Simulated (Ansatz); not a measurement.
Abridged output of a molecular run in Ansatz:

```
Functional definition: HF
1806 factors; integrals over basis functions are off by at most 1.2e-3 eV
mean field evaluation 1: about -76399.7410 eV, gradient 5.1e1 eV
mean field evaluation 2: about -76400.0684 eV, gradient 5.2e1 eV
mean field evaluation 4: about -76405.4211 eV, gradient 4.1e0 eV
mean field evaluation 8: about -76405.4998 eV, gradient 2.7e-1 eV
mean field -76405.49997537 eV, -2807.8503345870 hartree, gradient 2.6e-6 eV, S^2 0.000000; 0 other end points of the search recorded, 0 dependent functions left out
21 core orbitals not correlated: weight in the atoms' cores, before any rotation towards them, 1.000 or more for the frozen orbitals, at most 0.000 for the correlated occupied ones
reference -76405.49997537 eV, -2807.8503345870 hartree; 21, 21 occupied and 264, 264 virtual orbitals, 1806 factors
second order -26.62103135 eV of doubles, -0.00000000 eV of singles
cycle   1  -26.91349530 eV  change   -2.9e-1 eV  update   1.3e-1
cycle   2  -27.74392765 eV  change   -8.3e-1 eV  update   3.8e-2
cycle   3  -27.91833358 eV  change   -1.7e-1 eV  update   1.9e-2
cycle   4  -27.89701474 eV  change    2.1e-2 eV  update   3.8e-3
cycle   5  -27.89617113 eV  change    8.4e-4 eV  update   1.7e-3
cycle   6  -27.89696987 eV  change   -8.0e-4 eV  update   4.4e-4
cycle   7  -27.89669923 eV  change    2.7e-4 eV  update   2.0e-4
cycle   8  -27.89665415 eV  change    4.5e-5 eV  update   6.0e-5
cycle   9  -27.89668643 eV  change   -3.2e-5 eV  update   2.3e-5
perturbative correction -0.95735525 eV, -0.0351821566 hartree
Total energy: -76434.35401706 eV, -2808.9107010610 hartree
```

Its atoms:

Z-matrix (Å, degrees):
```
Si
O 1 1.639
H 1 1.490 2 110.6
H 1 1.484 2 108.1 3 119.8
H 1 1.486 2 110.7 3 -120.4
Ge 2 1.764 1 134.6 3 36.1
O 6 1.764 2 107.8 1 59.7
H 6 1.531 2 110.0 1 -55.6
H 6 1.531 2 106.1 1 177.5
Si 7 1.639 6 134.6 2 59.6
H 10 1.486 7 110.7 6 -84.3
H 10 1.484 7 108.1 6 155.8
H 10 1.490 7 110.6 6 36.1
```

Q: Which basis set was used?
A. def2-QZVPP
B. def2-SVP
C. def2-TZVPP
D. def2-SVPD

A: C. It gives 306 functions.

Q: Write the keys of the input that set method, charge and spin (a neutral closed shell needs none for the last two).

A: 
```yaml
correlation: {method: ccsd_t}
```
